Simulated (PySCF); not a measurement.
Diatomics of I with group 12

PBE with double-zeta basis sets in PySCF, for the lowest determinant that a PBE0 search found; no spin–orbit coupling. De refers to high-spin ground-configuration atoms. A positive dipole means M(−)I(+).

| M | basis | state (unpaired electrons) | Re (Å) | ωe (cm⁻¹) | De (eV) | μ (D) |
| --- | --- | --- | --- | --- | --- | --- |
| Zn | def2-SVP | doublet (σ ↑) | 2.534 | 206 | 1.55 | -2.79 |
| Cd | def2-SVP | doublet (σ ↑) | 2.739 | 158 | 1.23 | -2.73 |
| Hg | def2-SVP | doublet (σ ↑) | 2.867 | 106 | 0.58 | -2.15 |

The shortest bond is that of ZnI (2.534 Å), the longest that of HgI (2.867 Å). ZnI is bound most strongly (1.55 eV) and HgI least (0.58 eV).

Down a group the atoms grow and get heavier, so bonds lengthen and wavenumbers fall; this series shows no clear exception.

Spin–orbit coupling is left out, which matters for elements this heavy, above all for dissociation energies. States were picked by a PBE0 search and need not be the measured ground states.
